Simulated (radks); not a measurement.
The numbers below are computed, except where a source is named.
Spherical quantum dot in the effective-mass picture: electrons in a parabolic well V = omega^2 r^2 / 2 with omega = 0.244, with a point charge +2 (a donor) at the centre, all in effective atomic units (hartree* = m*/eps^2 hartree, bohr* = eps/m* bohr), one dielectric constant everywhere. Level of theory: non-relativistic Kohn-Sham, LDA (Slater exchange, Perdew-Wang correlation), spin-polarised, spherical densities (a radial shooting solver with Libxc functionals). Levels are named by radial order and angular momentum (1s, 1p, 1d, 2s, ...), and open shells are averaged over m. Results are scaled to m* = 0.122 and eps = 13, for which hartree* = 19.64 meV and bohr* = 5.639 nm.

N = 14, configuration 1s2 1p6 1d(up 4, down 0) 2s2. This is the lowest configuration that the search found. Occupied and some empty levels:

| level | occupation | eigenvalue (meV) | <r> (nm) |
|---|---|---|---|
| 1s up | 1 | 46.593 | 5.667 |
| 1s down | 1 | 46.597 | 5.622 |
| 2s up | 1 | 56.331 | 24.49 |
| 2s down | 1 | 56.884 | 24.34 |
| 1p up | 3 | 57.074 | 24.64 |
| 1p down | 3 | 57.620 | 24.39 |
| 1d up | 4 | 59.420 | 28.12 |
| 1d down | 0 | 60.008 | 28.17 |
| 1f up | 0 | 62.015 | 30.56 |
| 1f down | 0 | 62.592 | 30.75 |
| 2p up | 0 | 62.811 | 25.56 |
| 2p down | 0 | 63.161 | 25.69 |
| 1g up | 0 | 64.880 | 32.63 |
| 1g down | 0 | 65.423 | 32.88 |

Energy (meV): total 375.625, kinetic 98.006, external -87.687, Hartree 433.30, exchange-correlation -67.997.
